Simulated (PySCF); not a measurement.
OZr, SMILES [Zr]=[O], multiplicity 1.

Coordinates come from a PBE0-D3(BJ)/def2-TZVPD optimisation. The spin state was assumed, not searched. The def2 effective core potentials stand for the cores of Zr; spin–orbit coupling is left out.

Method: TDA-M06-2X/def2-TZVPD run with PySCF.

Vertical excitations; the highest root listed may be one member of a degenerate set. The molecule is in vacuum. State labels are in the subgroup C2v.

Computed UV-visible absorptions:
| state | symmetry | energy (eV) | λ (nm) | f | main pairs |
|---|---|---|---|---|---|
| S1 | B2 | 0.46 | 2673 | 0.014 | HOMO→LUMO+2, HOMO→LUMO+7 (degenerate set) |
| S2 | B1 | 0.46 | 2673 | 0.014 | HOMO→LUMO+1, HOMO→LUMO+6 (degenerate set) |
| S3 | A1 | 0.99 | 1252 | 0.000 | HOMO→LUMO+3 89 % |
| S4 | B1 | 2.49 | 498 | 0.036 | HOMO→LUMO+6, HOMO→LUMO+1 (degenerate set) |
| S5 | B2 | 2.49 | 498 | 0.036 | HOMO→LUMO+7, HOMO→LUMO+2 (degenerate set) |
| S6 | A1 | 3.31 | 375 | 0.000 | HOMO→LUMO+5 91 % |
| S7 | A1 | 3.45 | 360 | 0.000 | HOMO→LUMO+8 91 % |
| S8 | A1 | 4.23 | 293 | 0.011 | HOMO−1→LUMO 92 % |
| S9 | B2 | 4.51 | 275 | 0.004 | HOMO−2→LUMO (degenerate set) |
| S10 | B1 | 4.51 | 275 | 0.004 | HOMO−3→LUMO (degenerate set) |
| T1 | A1 | 0.66 | 1892 | 0 | HOMO→LUMO+3 77 % |
| T2 | B1 | 2.20 | 564 | 0 | HOMO→LUMO+6, HOMO→LUMO+1, HOMO→LUMO+12 (degenerate set) |
| T3 | B2 | 2.20 | 564 | 0 | HOMO→LUMO+7, HOMO→LUMO+2, HOMO→LUMO+13 (degenerate set) |
| T4 | A1 | 3.32 | 373 | 0 | HOMO→LUMO+5 85 % |
Triplets are in the Tamm–Dancoff approximation.
